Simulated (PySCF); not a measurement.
**Two-component Hartree-Fock for Lu (lutetium, neutral)**

Start: [Xe] 4f14 5d1 6s2; 5d5/2 filled at m_j = +5/2. Calculated with PySCF 2.14 in x2c-QZVPPall-2c (16s16p12d6f2g, 184 functions): generalised Hartree-Fock with the X2C-1e Hamiltonian and a Gaussian nucleus; one run each with spin-orbit coupling (SO) screened by Boettger's factors, then bare. This is a chosen level, not necessarily the ground level.

```csv
spinor shell,electrons,"ε, screened SO (eV)","ε, bare SO (eV)",weight of nominal j (bare SO),"rms radius, bare SO (bohr)"
1s1/2,2,-63633.4,-63632.2,1.000,0.0219
2s1/2,2,-10964.8,-10964.4,1.000,0.0885
2p1/2,2,-10445.9,-10473.0,1.000,0.0752
2p3/2,4,-9322.7,-9313.5,1.000,0.0825
3s1/2,2,-2542.7,-2542.6,1.000,0.227
3p1/2,2,-2313.2,-2319.0,1.000,0.218
3p3/2,4,-2069.0,-2067.0,1.000,0.233
3d3/2,4,-1684.1,-1689.5,1.000,0.206
3d5/2,6,-1631.1,-1627.7,1.000,0.210
4s1/2,2,-535.45,-535.45,1.000,0.509
4p1/2,2,-440.62,-442.04,1.000,0.519
4p3/2,4,-384.51,-384.05,1.000,0.552
4d3/2,4,-228.15,-229.30,1.000,0.584
4d5/2,6,-217.53,-216.85,1.000,0.598
5s1/2,2,-73.451,-73.469,1.000,1.27
5p1/2,2,-44.036,-44.214,0.998,1.42
5p3/2,4,-37.030,-36.994,0.999,1.54
4f5/2,6,-23.345,-24.056,1.000,0.782
4f7/2,8,-21.566,-21.087,1.000,0.813
6s1/2,2,-6.107,-6.112,0.983,4.15
5d5/2,1,-5.196,-5.183,1.000,3.09
```

| quantity | screened SO | bare SO |
| --- | --- | --- |
| E (hartree) | -14567.02134 | -14568.00486 |
| M_J | 5/2 | 5/2 |
| ⟨J²⟩ | 9.011 | 9.012 |
| ⟨L²⟩ | 6.320 | 6.334 |
| ⟨S²⟩ | 0.927 | 0.940 |

Each row is a mean over spinors that exchange with the open shell spreads, by up to 2.096 eV (5p3/2).

⟨J²⟩ departs a little from M_J(M_J + 1) because the unrestricted spinors polarise the closed shells.

Breit and QED terms are absent; they matter most for the inner s and p1/2 levels.

Densities and radii are taken from the X2C orbitals without a picture-change correction, which distorts them close to the nucleus.
